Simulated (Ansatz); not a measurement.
Ansatz (an electronic-structure program) input (B3LYP/3-21G): The .json file is the Basis Set Exchange's 3-21G.

Ansatz 0.2 input:
```yaml
crystal:
  periodic: [false, false, false]
  atoms:
    - {symbol: F, position_ang: [-1.90484661, -1.05629693, 0.00370976]}
    - {symbol: C, position_ang: [-1.21809705, 0.00093282, -0.01148083]}
    - {symbol: F, position_ang: [-1.90281836, 1.05921285, -0.03959781]}
    - {symbol: I, position_ang: [0.78448240, -0.00060076, 0.00739391]}
basis:
  gaussian:
    orbitals: 3-21G.json
hamiltonian:
  xc: {name: B3LYP}
total_charge: 1
output: {forces: true}
```

Output:

```
WARN ansatz: RAYON_NUM_THREADS=1 ignored (pool sized by the plan → 1); use --threads N
Functional definition: B3LYP
integrals: 0.02 GiB planned
702 factors; integrals over basis functions are off by at most 2.1e-4 eV
mean field: 0.24 GiB planned
mean field evaluation 1: about -193920.5591 eV, gradient 6.0e1 eV
mean field evaluation 2: about -193907.5171 eV, gradient 1.0e2 eV
mean field evaluation 4: about -193926.2740 eV, gradient 9.4e0 eV
mean field evaluation 8: about -193926.5376 eV, gradient 1.3e-1 eV
mean field evaluation 16: about -193926.5377 eV, gradient 1.2e-5 eV
mean field -193926.53768923 eV, -7126.6688119509 hartree, gradient 8.7e-6 eV, S^2 0.000000; 0 other end points of the search recorded, 0 dependent functions left out
the calculation of the forces begins
reference -193926.53784550 eV, -7126.6688176935 hartree; 38, 38 occupied and 22, 22 virtual orbitals, 702 factors
Total energy: -193926.53784550 eV, -7126.6688176935 hartree
Atom 0 at    -1.904847    -1.056297     0.003710 Å, force    -1.395077    -2.301343     0.034006 eV/Å
Atom 1 at    -1.218097     0.000933    -0.011481 Å, force     1.425083    -0.001091     0.013432 eV/Å
Atom 2 at    -1.902818     1.059213    -0.039598 Å, force    -1.390662     2.303476    -0.060262 eV/Å
Atom 3 at     0.784482    -0.000601     0.007394 Å, force     1.360655    -0.001042     0.012824 eV/Å
Dipole moment:    -0.202761     0.000155    -0.001911 e Å
```

The dipole moment of an ion depends on the origin.
